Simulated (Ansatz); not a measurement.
Two structures of GaH$_{5}$O$_{3}$, closed shell, reached by relaxing down either side of one saddle point (PBE0-D4/def2-TZVP). Energies are electronic, without zero-point energy. Program: Ansatz 0.2.0. Basis: def2-TZVPP and def2-QZVPP. Cores are frozen in the correlated methods. Filled d shells of the heavier atoms are correlated. The def2 sets are not built for correlating such inner shells, so the correlated values are less sure here. Extrapolation: Hartree–Fock as exp(−7.88 √X), correlation as X^−2.97. First:

```xyz
9
angstrom
Ga 0.1858 -0.4681 -0.2884
O 0.3691 0.6379 -1.6664
O 1.5654 -0.7824 0.7836
O -1.3507 -1.3153 -0.0190
H -0.6172 1.9114 0.7492
H -0.7568 1.5404 1.3849
H 1.2570 0.9935 -1.7481
H 1.3710 -1.4241 1.4703
H -2.0237 -1.0933 -0.6662
```

Second:

| atom | x (Å) | y (Å) | z (Å) |
| --- | --- | --- | --- |
| Ga1 | -0.4030 | -0.0740 | 0.5408 |
| O2 | 0.3843 | 1.0695 | -1.1106 |
| O3 | 1.3665 | -0.4846 | 0.7295 |
| O4 | -1.2680 | -1.4663 | -0.1922 |
| H5 | 0.4153 | 2.0226 | -0.9807 |
| H6 | -1.0736 | 1.0413 | 1.3968 |
| H7 | 1.2638 | 0.7153 | -0.8735 |
| H8 | 1.5380 | -1.4256 | 0.6584 |
| H9 | -2.2233 | -1.3984 | -0.1687 |

**Question.** Which bonds change from the first to the second?

**Answer.** GaH₃O₃ ([OH][Ga]([OH])[OH]) + H₂ → GaH₃O₂ ([OH][GaH][OH]) + H₂O (still joined by a long Ga–O bond); bonds formed: Ga1–H6, O2–H5; bonds broken: H5–H6; bonds weakened to dative contacts: Ga1–O2.

**Question.** Give the saddle point's structure and its height above each. (Judge from chemistry; the value comes from the calculation.)

**Answer.** By the calculation: 1.146 eV above the first and 1.412 eV above the second (CCSD(T) at an estimated basis limit (MP2 extrapolated from triple and quadruple zeta, plus CCSD(T) − MP2 in triple zeta)).
Ga1  (-0.048, -0.277, 0.183)
O2  (0.219, 1.045, -1.201)
O3  (1.507, -0.745, 0.909)
O4  (-1.377, -1.442, -0.014)
H5  (-0.215, 1.542, -0.091)
H6  (-0.590, 1.351, 0.823)
H7  (1.138, 1.244, -1.414)
H8  (1.502, -1.625, 1.290)
H9  (-2.136, -1.093, -0.486)
(Å)

The T1 diagnostic stays at or below 0.015.

Labels in which every atom is bracketed show which atoms are joined, not bond orders.

For scale, one of the runs: CCSD(T)/def2-TZVPP, 211 basis functions, launched by `ansatz run in.yaml --threads 4 --pin off --events-out ev --progress --plain --max-ram 9574MiB`. The run took 85 s on 4 CPU threads of an Arm Neoverse V2 (shared host), with 3.2 GiB of host memory at its peak.
